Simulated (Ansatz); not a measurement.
Cost and result up the ladder for Sn₂₉H₃₆, a nanocrystal cut from cubic tin (65 atoms). The state is a singlet with charge 0. Geometry: PBE-D4/def2-SVP.

Cartesian coordinates in Å:
```
Sn 3.903 -3.609 -1.255
Sn 1.935 -4.317 2.736
Sn 2.532 0.080 1.268
Sn -0.250 -5.352 -1.069
Sn 3.208 4.408 -0.366
Sn 4.569 0.907 -2.856
Sn 0.297 -0.982 -2.640
Sn 1.030 3.371 -4.171
Sn 1.088 3.647 3.918
Sn 0.468 -0.560 5.413
Sn -1.729 -1.709 1.453
Sn -3.066 1.908 4.103
Sn -1.099 2.610 -0.080
Sn -3.432 1.504 -3.977
Sn -5.403 0.791 0.013
Sn -4.045 -2.702 -2.488
Sn 4.248 1.790 -0.195
Sn 2.216 1.061 3.904
Sn 3.616 -2.534 1.337
Sn 1.391 -3.590 -2.540
Sn -0.615 -4.311 1.528
Sn 0.000 0.000 0.000
Sn 0.642 4.302 -1.536
Sn 2.031 0.735 -4.076
Sn -2.239 -1.052 -3.895
Sn -1.388 3.577 2.566
Sn -2.019 -0.712 4.087
Sn -4.252 -1.780 0.171
Sn -3.628 2.511 -1.348
H 4.443 -5.258 -1.116
H 5.094 -2.744 -2.175
H 2.600 -5.921 2.618
H 1.838 -3.916 4.422
H 0.554 -6.890 -0.943
H -1.769 -5.624 -1.864
H 3.167 5.182 1.186
H 4.246 5.355 -1.394
H 5.413 -0.608 -2.929
H 5.521 2.080 -3.720
H 2.209 4.388 -4.949
H -0.432 3.464 -5.102
H 2.161 4.816 3.215
H 0.807 4.126 5.567
H 1.139 -2.137 5.687
H 0.223 0.183 6.968
H -3.073 2.490 5.743
H -4.702 1.945 3.525
H -2.548 2.585 -5.009
H -5.036 1.351 -4.633
H -5.801 1.407 1.586
H -6.884 0.686 -0.895
H -3.563 -4.368 -2.547
H -5.611 -2.581 -3.240
H 5.802 1.832 0.597
H 3.782 1.104 4.674
H 5.176 -2.469 2.117
H 1.566 -4.184 -4.172
H -1.691 -5.352 2.425
H -0.047 5.905 -1.579
H 2.204 0.118 -5.700
H -2.041 -1.656 -5.520
H -2.065 5.184 2.501
H -3.087 -1.773 4.970
H -5.309 -2.835 1.073
H -4.296 4.123 -1.391
```

Ansatz on 11 threads of AMD EPYC 7R13 on a shared host and a whole NVIDIA H100 80GB HBM3. Times are rough, and most runs start from the orbitals of an earlier one. PBE0-D4/def2-SVP serves as the yardstick here, not as an exact answer. Differences are given only for rows in sets of like size (and for xTB, whose basis is part of the method), since another set adds its own error. Binding counts from free atoms at the same level (Sn triplet, H doublet; other spins of the atoms weren't run), without zero-point energy or a counterpoise term.

In the def2 sets Sn takes a core potential; there is no spin–orbit coupling. Correlated methods freeze 116 core orbitals; core or outer-core shells of Sn are correlated, in sets that lack core-valence functions. The rows differ in basis, and correlated rows in double-zeta sets carry the largest basis error. Single mean-field runs in def2-SVP, def2-mTZVP are fitted with def2-universal-jkfit.

Correlated methods converge slowly with the basis, most of all in double-zeta sets.

| level | functions | wall time |
| --- | --- | --- |
| LDA (SPW92)/def2-SVP | 934 | 7 s |
| PBE-D4/def2-SVP | 934 | 7.5 s |
| r2SCAN-D4/def2-SVP (with forces) | 934 | 12 s |
| r2SCAN-D4/def2-mTZVP | 1152 | 12 s |
| PBE0-D4/def2-SVP (with forces) | 934 | 20 s |
| MP2/def2-SVP | 934 | 33 s |

Problem. Estimate what each level gives for the binding energy per atom (eV).

Solution. 
```json
{"level": "LDA (SPW92)/def2-SVP", "binding energy per atom (eV)": "2.90", "difference from PBE0-D4/def2-SVP (eV)": "0.40"}
{"level": "PBE-D4/def2-SVP", "binding energy per atom (eV)": "2.50", "difference from PBE0-D4/def2-SVP (eV)": "0.01"}
{"level": "r2SCAN-D4/def2-SVP (with forces)", "binding energy per atom (eV)": "2.49", "difference from PBE0-D4/def2-SVP (eV)": "-0.01"}
{"level": "r2SCAN-D4/def2-mTZVP", "binding energy per atom (eV)": "2.46", "difference from PBE0-D4/def2-SVP (eV)": "–"}
{"level": "PBE0-D4/def2-SVP (with forces)", "binding energy per atom (eV)": "2.50", "difference from PBE0-D4/def2-SVP (eV)": "0.00"}
{"level": "MP2/def2-SVP", "binding energy per atom (eV)": "2.31", "difference from PBE0-D4/def2-SVP (eV)": "-0.18"}
```
